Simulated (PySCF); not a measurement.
## SnN⁻: script and output

File input.py (PySCF 2.14):

```python
from pyscf import gto, scf
from pyscf.geomopt.geometric_solver import optimize

mol = gto.M(
    atom='Sn 0 0 0; N 0 0 2',
    basis='def2-svpd',
    ecp={'Sn': 'def2-svpd'},
    charge=-1,
    spin=0,
    verbose=4,
)
mf = scf.RHF(mol)
mf.kernel()
mol_eq = optimize(mf, maxsteps=30)
print('optimised geometry (angstrom)')
print(mol_eq.tostring('raw'))
print('orbital energies (hartree):', mf.mo_energy[..., max(0, mol.nelec[1]-3):mol.nelec[0]+3].round(4))
```

```bash
$ OMP_NUM_THREADS=1 python input.py
```

The log (some set-up lines removed):

```
PySCF version 2.14.0

[INPUT] Symbol           X                Y                Z      unit          X                Y                Z       unit  Magmom
[INPUT]  1 Sn     0.000000000000   0.000000000000   0.000000000000 AA    0.000000000000   0.000000000000   0.000000000000 Bohr   0.0
[INPUT]  2 N      0.000000000000   0.000000000000   2.000000000000 AA    0.000000000000   0.000000000000   3.779452249130 Bohr   0.0

nuclear repulsion = 40.74664524084
number of shells = 20
number of NR pGTOs = 97
number of NR cGTOs = 52
basis = def2-svpd
ecp = {'Sn': 'def2-svpd'}

******** <class 'pyscf.scf.hf.RHF'> ********
method = RHF
initial guess = minao
damping factor = 0
level_shift factor = 0
DIIS = <class 'pyscf.scf.diis.CDIIS'>
SCF conv_tol = 1e-09
SCF max_cycles = 50
Initial guess from minao.
init E= -243.887900247839
  HOMO = -0.711703877757907  LUMO = -0.533228521956151  gap/eV = 4.85656
cycle= 1 E= -266.394416782055  delta_E= -22.5  |g|= 2.17  |ddm|= 6.83
  HOMO = 0.0778454458472986  LUMO = 0.251087430136145  gap/eV = 4.71415
cycle= 2 E= -266.33487287921  delta_E= 0.0595  |g|= 2.22  |ddm|= 5.28
  HOMO = 0.0696811601037965  LUMO = 0.228956760366881  gap/eV = 4.33411
cycle= 3 E= -267.492415156999  delta_E= -1.16  |g|= 0.697  |ddm|= 2.48
  HOMO = -0.106625820009783  LUMO = 0.20440746300852  gap/eV = 8.46365
cycle= 4 E= -267.6106223009  delta_E= -0.118  |g|= 0.32  |ddm|=  1.1
  HOMO = -0.0863354342495333  LUMO = 0.218063170097817  gap/eV = 8.28311
cycle= 5 E= -267.639585210541  delta_E= -0.029  |g|= 0.0399  |ddm|= 0.297
  HOMO = -0.0821873250366362  LUMO = 0.221370228139769  gap/eV = 8.26022
cycle= 6 E= -267.640271367835  delta_E= -0.000686  |g|= 0.00418  |ddm|= 0.0894
  HOMO = -0.0819060315026795  LUMO = 0.221268790563987  gap/eV = 8.24981
cycle= 7 E= -267.640292375308  delta_E= -2.1e-05  |g|= 0.000941  |ddm|= 0.0244
  HOMO = -0.0818044062712055  LUMO = 0.221254676241952  gap/eV = 8.24666
cycle= 8 E= -267.640293360618  delta_E= -9.85e-07  |g|= 0.000367  |ddm|= 0.004
  HOMO = -0.0818165505475251  LUMO = 0.221259563644583  gap/eV = 8.24712
cycle= 9 E= -267.640293556711  delta_E= -1.96e-07  |g|= 0.000184  |ddm|= 0.0015
  HOMO = -0.0818284099372398  LUMO = 0.22125855246072  gap/eV = 8.24742
cycle= 10 E= -267.640293613145  delta_E= -5.64e-08  |g|= 9.14e-05  |ddm|= 0.00122
  HOMO = -0.0818261763581732  LUMO = 0.221257594104969  gap/eV = 8.24733
cycle= 11 E= -267.64029361933  delta_E= -6.18e-09  |g|= 6.25e-06  |ddm|= 0.000571
  HOMO = -0.0818269008631171  LUMO = 0.221257769576295  gap/eV = 8.24735
cycle= 12 E= -267.640293619378  delta_E= -4.82e-11  |g|= 1.51e-06  |ddm|= 5.59e-05
  HOMO = -0.081827038661922  LUMO = 0.221257707914223  gap/eV = 8.24736
Extra cycle  E= -267.640293619378  delta_E= -5.68e-13  |g|= 1.15e-06  |ddm|= 5.95e-06
converged SCF energy = -267.640293619378
Create scanner for <class 'pyscf.grad.rhf.Gradients'>
Create scanner for <class 'pyscf.scf.hf.RHF'>
input.py

Current date and time:

#|     Arguments passed to driver run_optimizer():      |#
customengine              <pyscf.geomopt.geometric_solver.PySCFEngine object>
logIni                    <dir>
maxiter                   30
----------------------------------------------------------
Custom engine selected.
Bonds will be generated from interatomic distances less than 1.20 times sum of covalent radii
6 internal coordinates being used (instead of 6 Cartesians)
Internal coordinate system (atoms numbered from 1):
Distance 1-2
Translation-X 1-2
Translation-Y 1-2
Translation-Z 1-2
Rotation-A 1-2
Rotation-B 1-2
Rotation-C 1-2
<class 'geometric.internal.Distance'> : 1
<class 'geometric.internal.TranslationX'> : 1
<class 'geometric.internal.TranslationY'> : 1
<class 'geometric.internal.TranslationZ'> : 1
<class 'geometric.internal.RotationA'> : 1
<class 'geometric.internal.RotationB'> : 1
<class 'geometric.internal.RotationC'> : 1
> ===== Optimization Info: ====
> Job type: Energy minimization
> Maximum number of optimization cycles: 30
> Initial / maximum trust radius (Angstrom): 0.100 / 0.300
> Convergence Criteria:
> Will converge when all 5 criteria are reached:
>  |Delta-E| < 1.00e-06
>  RMS-Grad  < 3.00e-04
>  Max-Grad  < 4.50e-04
>  RMS-Disp  < 1.20e-03
>  Max-Disp  < 1.80e-03
> === End Optimization Info ===

Geometry optimization cycle 1
Cartesian coordinates (Angstrom)
 Atom        New coordinates             dX        dY        dZ
  Sn   0.000000   0.000000   0.000000    0.000000  0.000000  0.000000
   N   0.000000   0.000000   2.000000    0.000000  0.000000  0.000000

WARN: Mole.unit (angstrom) is changed to Bohr

New geometry
   1 Sn     0.000000000000   0.000000000000   0.000000000000 AA    0.000000000000   0.000000000000   0.000000000000 Bohr
   2 N      0.000000000000   0.000000000000   2.000000000000 AA    0.000000000000   0.000000000000   3.779452249130 Bohr

******** <class 'pyscf.scf.hf.RHF_Scanner'> ********
method = RHF_Scanner
initial guess = minao
damping factor = 0
level_shift factor = 0
DIIS = <class 'pyscf.scf.diis.CDIIS'>
SCF conv_tol = 1e-09
SCF max_cycles = 50
init E= -267.640293619378
  HOMO = -0.081827356577618  LUMO = 0.221257728824824  gap/eV = 8.24737
cycle= 1 E= -267.640293619378  delta_E=    0  |g|= 2.2e-06  |ddm|= 3.2e-06
  HOMO = -0.0818267640660445  LUMO = 0.221257676904199  gap/eV = 8.24735
Extra cycle  E= -267.640293619376  delta_E= 2.84e-12  |g|= 3.82e-06  |ddm|= 5.99e-06
converged SCF energy = -267.640293619376

******** <class 'pyscf.grad.rhf.Gradients_Scanner'> for <class 'pyscf.scf.hf.RHF_Scanner'> ********
unit = Eh/Bohr
--------------- RHF_Scanner gradients ---------------
         x                y                z
0 Sn    -0.0000000000    -0.0000000000    -0.0889900424
1 N     0.0000000000     0.0000000000     0.0889900424
----------------------------------------------
cycle 1: E = -267.640293619  dE = -267.64  norm(grad) = 0.125851
Step    0 : Gradient = 8.899e-02/8.899e-02 (rms/max) Energy = -267.6402936194
Hessian Eigenvalues: 5.00000e-02 5.00000e-02 5.00000e-02 ... 5.00000e-02 5.00000e-02 1.50728e-01

Geometry optimization cycle 2
Cartesian coordinates (Angstrom)
 Atom        New coordinates             dX        dY        dZ
  Sn   0.000000   0.000000   0.100000    0.000000  0.000000  0.100000
   N  -0.000000  -0.000000   1.900000   -0.000000 -0.000000 -0.100000
New geometry
   1 Sn     0.000000000000   0.000000000000   0.100000000003 AA    0.000000000000   0.000000000000   0.188972612463 Bohr
   2 N     -0.000000000000  -0.000000000000   1.899999999997 AA   -0.000000000000  -0.000000000000   3.590479636667 Bohr

******** <class 'pyscf.scf.hf.RHF_Scanner'> ********
method = RHF_Scanner
initial guess = minao
damping factor = 0
level_shift factor = 0
DIIS = <class 'pyscf.scf.diis.CDIIS'>
SCF conv_tol = 1e-09
SCF max_cycles = 50
init E= -267.72668040751
  HOMO = -0.0881538833142054  LUMO = 0.239981468042206  gap/eV = 8.92902
cycle= 1 E= -267.651891283401  delta_E= 0.0748  |g|= 0.0578  |ddm|= 0.297
  HOMO = -0.100327528560375  LUMO = 0.224721320397569  gap/eV = 8.84503
cycle= 2 E= -267.652579943737  delta_E= -0.000689  |g|= 0.0411  |ddm|=  0.1
  HOMO = -0.10536409035285  LUMO = 0.225611071310679  gap/eV = 9.00629
cycle= 3 E= -267.652926098129  delta_E= -0.000346  |g|= 0.024  |ddm|= 0.0651
  HOMO = -0.101280704883579  LUMO = 0.225782562852306  gap/eV = 8.89984
cycle= 4 E= -267.653080750794  delta_E= -0.000155  |g|= 0.00291  |ddm|= 0.0236
  HOMO = -0.101590043045571  LUMO = 0.225790727523416  gap/eV = 8.90848
cycle= 5 E= -267.653087343346  delta_E= -6.59e-06  |g|= 0.000795  |ddm|= 0.00936
  HOMO = -0.101552341160849  LUMO = 0.225798953449773  gap/eV = 8.90768
cycle= 6 E= -267.653087917445  delta_E= -5.74e-07  |g|= 0.000258  |ddm|= 0.00299
  HOMO = -0.101593003381524  LUMO = 0.225793088834482  gap/eV = 8.90863
cycle= 7 E= -267.653087996536  delta_E= -7.91e-08  |g|= 0.000102  |ddm|= 0.00119
  HOMO = -0.101588470066559  LUMO = 0.225793448374292  gap/eV = 8.90852
cycle= 8 E= -267.65308800932  delta_E= -1.28e-08  |g|= 3.36e-05  |ddm|= 0.000517
  HOMO = -0.101586399510686  LUMO = 0.225794066116086  gap/eV = 8.90848
cycle= 9 E= -267.653088010622  delta_E= -1.3e-09  |g|= 5.49e-06  |ddm|= 0.000259
  HOMO = -0.101586053107613  LUMO = 0.225794104276249  gap/eV = 8.90847
cycle= 10 E= -267.653088010664  delta_E= -4.13e-11  |g|= 8.74e-07  |ddm|= 5.61e-05
  HOMO = -0.101585964736898  LUMO = 0.225794126506866  gap/eV = 8.90847
Extra cycle  E= -267.653088010664  delta_E= -5.68e-13  |g|= 3.92e-07  |ddm|= 3.6e-06
converged SCF energy = -267.653088010664

******** <class 'pyscf.grad.rhf.Gradients_Scanner'> for <class 'pyscf.scf.hf.RHF_Scanner'> ********
unit = Eh/Bohr
--------------- RHF_Scanner gradients ---------------
         x                y                z
0 Sn     0.0000000000    -0.0000000000     0.0409089560
1 N    -0.0000000000     0.0000000000    -0.0409089560
----------------------------------------------
cycle 2: E = -267.653088011  dE = -0.0127944  norm(grad) = 0.057854
[part of the log left out]
cycle= 7 E= -267.654797023497  delta_E= -4.06e-10  |g|= 7.56e-06  |ddm|= 9e-05
  HOMO = -0.0964165713027027  LUMO = 0.224704580537718  gap/eV = 8.73815
Extra cycle  E= -267.654797023536  delta_E= -3.82e-11  |g|= 5.99e-06  |ddm|= 2.21e-05
converged SCF energy = -267.654797023536

******** <class 'pyscf.grad.rhf.Gradients_Scanner'> for <class 'pyscf.scf.hf.RHF_Scanner'> ********
unit = Eh/Bohr
--------------- RHF_Scanner gradients ---------------
         x                y                z
0 Sn     0.0000000000     0.0000000000    -0.0013710257
1 N    -0.0000000000    -0.0000000000     0.0013710257
----------------------------------------------
cycle 4: E = -267.654797024  dE = -0.000216475  norm(grad) = 0.00193892
Step    3 : Displace = 7.731e-03/7.731e-03 (rms/max) Trust = 1.000e-01 (=) Grad = 1.371e-03/1.371e-03 (rms/max) E (change) = -267.6547970235 (-2.165e-04) Quality = 1.113
Hessian Eigenvalues: 5.00000e-02 5.00000e-02 5.00000e-02 ... 5.00000e-02 5.00000e-02 4.08590e-01

Geometry optimization cycle 5
Cartesian coordinates (Angstrom)
 Atom        New coordinates             dX        dY        dZ
  Sn  -0.000000  -0.000000   0.077126   -0.000000 -0.000000  0.000888
   N   0.000000   0.000000   1.922874    0.000000  0.000000 -0.000888
New geometry
   1 Sn    -0.000000000000  -0.000000000000   0.077125605174 AA   -0.000000000000  -0.000000000000   0.145746270970 Bohr
   2 N      0.000000000000   0.000000000000   1.922874394826 AA    0.000000000000   0.000000000000   3.633705978159 Bohr

******** <class 'pyscf.scf.hf.RHF_Scanner'> ********
method = RHF_Scanner
initial guess = minao
damping factor = 0
level_shift factor = 0
DIIS = <class 'pyscf.scf.diis.CDIIS'>
SCF conv_tol = 1e-09
SCF max_cycles = 50
init E= -267.655314411915
  HOMO = -0.0965028107021997  LUMO = 0.224867120960979  gap/eV = 8.74492
cycle= 1 E= -267.654799115042  delta_E= 0.000515  |g|= 0.000604  |ddm|= 0.0028
  HOMO = -0.0965614222485742  LUMO = 0.224734121427169  gap/eV = 8.74290
cycle= 2 E= -267.654799132199  delta_E= -1.72e-08  |g|= 0.000601  |ddm|= 0.0011
  HOMO = -0.0966380326679683  LUMO = 0.224742705864636  gap/eV = 8.74522
cycle= 3 E= -267.654799223443  delta_E= -9.12e-08  |g|= 0.00021  |ddm|= 0.000772
  HOMO = -0.0966005299601877  LUMO = 0.224745100475191  gap/eV = 8.74426
cycle= 4 E= -267.654799235709  delta_E= -1.23e-08  |g|= 2.77e-05  |ddm|= 0.000216
  HOMO = -0.0966030705225873  LUMO = 0.224745137662418  gap/eV = 8.74433
cycle= 5 E= -267.654799236284  delta_E= -5.74e-10  |g|= 7.14e-06  |ddm|= 8.76e-05
  HOMO = -0.0966022269305716  LUMO = 0.224745187308369  gap/eV = 8.74431
Extra cycle  E= -267.65479923632  delta_E= -3.64e-11  |g|= 4.63e-06  |ddm|= 2.21e-05
converged SCF energy = -267.65479923632

******** <class 'pyscf.grad.rhf.Gradients_Scanner'> for <class 'pyscf.scf.hf.RHF_Scanner'> ********
unit = Eh/Bohr
--------------- RHF_Scanner gradients ---------------
         x                y                z
0 Sn     0.0000000000    -0.0000000000     0.0000545156
1 N    -0.0000000000     0.0000000000    -0.0000545156
----------------------------------------------
cycle 5: E = -267.654799236  dE = -2.21278e-06  norm(grad) = 7.70967e-05
Step    4 : Displace = 8.878e-04/8.878e-04 (rms/max) Trust = 1.414e-01 (+) Grad = 5.452e-05/5.452e-05 (rms/max) E (change) = -267.6547992363 (-2.213e-06) Quality = 0.962
Hessian Eigenvalues: 5.00000e-02 5.00000e-02 5.00000e-02 ... 5.00000e-02 5.00000e-02 4.24837e-01

Geometry optimization cycle 6
Cartesian coordinates (Angstrom)
 Atom        New coordinates             dX        dY        dZ
  Sn  -0.000000   0.000000   0.077092   -0.000000  0.000000 -0.000034
   N   0.000000  -0.000000   1.922908    0.000000 -0.000000  0.000034
New geometry
   1 Sn    -0.000000000000   0.000000000000   0.077091652836 AA   -0.000000000000   0.000000000000   0.145682110350 Bohr
   2 N      0.000000000000  -0.000000000000   1.922908347163 AA    0.000000000000  -0.000000000000   3.633770138779 Bohr

******** <class 'pyscf.scf.hf.RHF_Scanner'> ********
method = RHF_Scanner
initial guess = minao
damping factor = 0
level_shift factor = 0
DIIS = <class 'pyscf.scf.diis.CDIIS'>
SCF conv_tol = 1e-09
SCF max_cycles = 50
init E= -267.654779582871
  HOMO = -0.0966003387534282  LUMO = 0.224738980159081  gap/eV = 8.74409
cycle= 1 E= -267.654799239603  delta_E= -1.97e-05  |g|= 2e-05  |ddm|= 0.000107
  HOMO = -0.0965963557761499  LUMO = 0.22474399123151  gap/eV = 8.74412
cycle= 2 E= -267.654799239675  delta_E= -7.2e-11  |g|= 1.44e-05  |ddm|= 3.46e-05
  HOMO = -0.096593330473839  LUMO = 0.224743464771409  gap/eV = 8.74402
Extra cycle  E= -267.654799239592  delta_E= 8.23e-11  |g|= 2.34e-05  |ddm|= 3.65e-05
converged SCF energy = -267.654799239592

******** <class 'pyscf.grad.rhf.Gradients_Scanner'> for <class 'pyscf.scf.hf.RHF_Scanner'> ********
unit = Eh/Bohr
--------------- RHF_Scanner gradients ---------------
         x                y                z
0 Sn    -0.0000000000    -0.0000000000    -0.0000001120
1 N     0.0000000000     0.0000000000     0.0000001120
----------------------------------------------
cycle 6: E = -267.65479924  dE = -3.27231e-09  norm(grad) = 1.58389e-07
Step    5 : Displace = 3.395e-05/3.395e-05 (rms/max) Trust = 2.000e-01 (+) Grad = 1.120e-07/1.120e-07 (rms/max) E (change) = -267.6547992396 (-3.272e-09) Quality = 0.936
Hessian Eigenvalues: 5.00000e-02 5.00000e-02 5.00000e-02 ... 5.00000e-02 5.00000e-02 4.24837e-01
Converged! =D

    #| If this code has benefited your research, please support us by citing: |#
    #| Wang, L.-P.; Song, C.C. (2016) "Geometry optimization made simple with |#
    #| translation and rotation coordinates", J. Chem, Phys. 144, 214108.     |#
    #|                                     |#
optimised geometry (angstrom)
Sn         -0.00000000        0.00000000        0.07709165
N           0.00000000       -0.00000000        1.92290835
orbital energies (hartree): [-0.1266 -0.0818 -0.0818  0.2213  0.2221  0.2221]
```

In short: E(SCF) = -267.640294 Eh, 12 cycles, all at the start geometry; optimised bond 1.846 Å with E = -267.654799 Eh after 6 steps.

It ran on Intel Xeon Platinum 8559C (1 thread, shared host) in 7.7 s, peak memory 0.14 GiB.

At this level a UHF run with spin=2 ends 0.45 eV lower; the true order of the states can differ. The last line lists the levels of the start geometry. Stability towards an unrestricted solution was not tested.
